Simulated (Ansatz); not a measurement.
Wavefunction ladder for `C#[C][Sn]([F])([F])[C]#C`

```xyz
9

C     0.970    1.328    2.387
C     0.646    1.045    1.263
Sn    0.088    0.550   -0.640
F     1.579    0.785   -1.789
F    -1.163    1.836   -1.258
C    -0.688   -1.316   -0.949
C    -1.144   -2.417   -1.121
H     1.259    1.581    3.383
H    -1.548   -3.392   -1.276
```

Total charge 0; spin multiplicity 1. Correlated methods include outer-core shells of Sn, which these sets cover unevenly. Sn: def2 effective core potential. The structure was optimised at the PBE0-D4/def2-TZVP level. Frozen core, restricted reference, the Gaussian-basis code of Ansatz.

```csv
basis,HF (Eh),MP2 corr.
def2-SVP,-564.49923,-0.96738
def2-TZVPP,-564.95413,-1.40421
def2-QZVPP,-564.97317,-1.70391
```

Estimate the CCSD correlation energy and the (T) correction in each basis where they were run (hartree).


| basis | CCSD corr. | (T) |
| --- | --- | --- |
| def2-SVP | -0.99255 | -0.03342 |
| def2-TZVPP | -1.40568 | -0.05938 |
